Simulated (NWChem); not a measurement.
## Lowest excitation of HBF2

SMILES: FBF
```xyz
4

B      0.0000     0.0000    -0.4612
H      0.0000     0.0000    -1.6724
F     -1.1351     0.0000     0.2210
F      1.1351     0.0000     0.2210
```
Charge 0, spin multiplicity 1.

Program: NWChem. The geometry was optimised at PBE/def2-SVP, a minimum by its harmonic frequencies.

Basis set: aug-cc-pVDZ.

The correlated methods keep 3 core orbitals frozen. B3LYP has NWChem's definition, with VWN1-RPA local correlation. The structure started from a generated list of species. Coupled-cluster values serve here as a point of comparison, not as the truth.

Q: For the lowest vertical singlet excitation energy, TD-BHandHLYP gives 8.96 eV and EOM-CCSD gives 8.98 eV. What do CIS, TD-B3LYP, TD-PBE give?

A: CIS: 9.91 eV; TD-B3LYP: 8.37 eV; TD-PBE: 7.89 eV.
